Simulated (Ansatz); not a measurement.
BrGeH (SMILES [GeH][Br]) moved off its minimum; all values from Ansatz (a program for electronic structure), cores frozen in correlated methods.
(charge 0, multiplicity 1)
```xyz
3

Ge    -0.70885    -0.60015     0.81580
H     -1.70605    -1.06441    -0.29499
Br     0.69438     0.54893    -0.74008
```

Q: Give the forces (eV/Å), the total energy and the dipole at CCSD(T)/aug-cc-pVTZ.

A: 
| atom | Fx | Fy | Fz |
|---|---|---|---|
| Ge1 | 0.514 | 0.301 | 0.187 |
| H2 | -0.338 | -0.157 | -0.380 |
| Br3 | -0.176 | -0.144 | 0.193 |
Energy -4648.7718 hartree, dipole 1.99 D.

Doubts at one or more of the structures used: a restricted determinant that unrestricted orbitals would lower (CCSD(T)/aug-cc-pVTZ).
